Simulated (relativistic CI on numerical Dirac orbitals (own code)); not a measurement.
Energy levels of Tb37+

Computed by Dirac-Coulomb-Breit CI, orbitals from a KLI potential per configuration, QED by a radiative potential, unscaled Slater integrals (own radial code, finite nucleus).

Configurations in the expansion (outside the closed core [Ne]): 3s2.3p6.3d10, 3s2.3p6.3d9.4s, 3s2.3p6.3d9.4p, 3s2.3p6.3d9.4d, 3s2.3p5.3d10.4s, 3s2.3p6.3d9.4f, 3s2.3p5.3d10.4p, 3s2.3p6.3d8.4s2, 3s2.3p6.3d8.4s.4p, 3s2.3p5.3d10.4d, 3s.3p6.3d10.4s, 3s2.3p6.3d9.5s, 3s2.3p6.3d8.4p2, 3s2.3p6.3d8.4s.4d, 3s2.3p6.3d9.5p, 3s2.3p5.3d10.4f. Levels of other configurations are missing.

```csv
No.,Configuration,Term,J,E (eV),%,Next component (%),Landé g
41,3s2.3p6.3d9.4f,3H°,5,1462.60,54,44 1H°,1.017
42,3s2.3p6.3d9.4f,3H°,6,1463.79,100,,1.162
43,3s2.3p6.3d9.4f,3F°,3,1465.50,54,36 3D°,1.135
44,3s2.3p6.3d9.4f,1D°,2,1465.54,52,34 3F°,0.926
45,3s2.3p6.3d9.4f,3G°,4,1466.60,49,25 3F°,1.058
46,3s2.3p6.3d9.4f,3F°,4,1468.36,53,41 1G°,1.118
47,3s2.3p6.3d9.4f,3G°,5,1469.49,83,15 1H°,1.162
48,3s2.3p6.3d9.4f,1F°,3,1470.16,53,29 3D°,1.054
49,3s2.3p6.3d9.4f,3D°,1,1477.86,70,16 3P°,0.736
50,3s2.3p6.3d9.4f,3H°,4,1497.39,83,12 1G°,0.832
51,3s2.3p6.3d9.4f,3P°,2,1497.42,46,32 1D°,1.245
52,3s2.3p6.3d9.4f,3F°,2,1500.17,57,28 3D°,0.872
53,3s2.3p6.3d9.4f,3H°,5,1500.80,43,41 1H°,1.041
54,3s2.3p6.3d9.4f,3G°,3,1502.82,62,29 3F°,0.892
55,3s2.3p6.3d9.4f,1F°,3,1503.64,45,28 3D°,1.069
56,3s2.3p6.3d9.4f,3G°,4,1504.45,46,32 1G°,1.073
57,3s2.3p5.3d10.4p,3P,1,1510.89,47,35 3S,1.547
58,3s2.3p5.3d10.4p,3D,2,1512.11,51,34 1D,1.155
59,3s2.3p6.3d9.4f,1P°,1,1522.85,85,10 3D°,0.970
60,3s2.3p5.3d10.4p,1P,1,1562.51,56,34 3S,1.290
61,3s2.3p5.3d10.4p,3D,3,1562.60,100,,1.328
62,3s2.3p5.3d10.4p,3P,2,1566.73,67,33 1D,1.331
63,3s2.3p5.3d10.4p,1S,0,1582.26,55,44 3P,
64,3s2.3p5.3d10.4s,3P°,0,1596.95,99,,
65,3s2.3p5.3d10.4s,3P°,1,1598.51,65,34 1P°,1.319
66,3s2.3p5.3d10.4p,3D,1,1673.17,73,24 1P,0.660
67,3s2.3p5.3d10.4d,3P°,0,1679.77,99,,
68,3s2.3p5.3d10.4d,3P°,1,1682.45,70,29 3D°,1.199
69,3s2.3p5.3d10.4d,3F°,3,1683.05,53,42 1F°,1.055
70,3s2.3p5.3d10.4d,3D°,2,1685.54,56,17 3F°,1.094
71,3s2.3p5.3d10.4p,3P,0,1686.63,56,44 1S,
72,3s2.3p5.3d10.4d,3F°,4,1693.04,100,,1.245
73,3s2.3p5.3d10.4d,1D°,2,1694.88,51,39 3P°,1.180
74,3s2.3p5.3d10.4d,1P°,1,1695.53,66,20 3D°,0.974
75,3s2.3p5.3d10.4d,3D°,3,1697.28,72,25 1F°,1.238
76,3s2.3p5.3d10.4p,3P,1,1724.59,51,26 3S,1.485
77,3s2.3p5.3d10.4p,3D,2,1726.47,49,34 1D,1.163
78,3s2.3p6.3d9.5s,3D,3,1752.75,100,,1.327
79,3s2.3p6.3d9.5s,1D,2,1753.30,59,41 3D,1.060
80,3s2.3p6.3d9.5s,3D,1,1787.88,100,,0.489
81,3s2.3p6.3d9.5s,3D,2,1788.21,59,41 1D,1.091
82,3s2.3p6.3d9.5p,3P°,2,1789.44,54,32 3D°,1.304
83,3s2.3p6.3d9.5p,3F°,3,1789.80,46,34 1F°,1.099
84,3s.3p6.3d10.4s,3S,1,1792.66,98,2 3s2.3p5.3d10.4p 3S,1.989
85,3s.3p6.3d10.4s,1S,0,1801.09,100,,
```

Energies count from the lowest computed level; ° marks odd parity.

The mean weight of the leading LS term, summed over parents, in these 45 levels is 66 %, and that of the leading jj configuration (from the same eigenvectors) 93 %, so jj coupling describes them better and the LS labels are nominal.

At this charge energies of transitions that change n are usually good to better than 1 %, and those within a shell (Δn = 0) to a few per cent.

LS names give the leading component of a level, which can be under half, so a name can repeat, a term be missing and a line seem to break the LS rules.
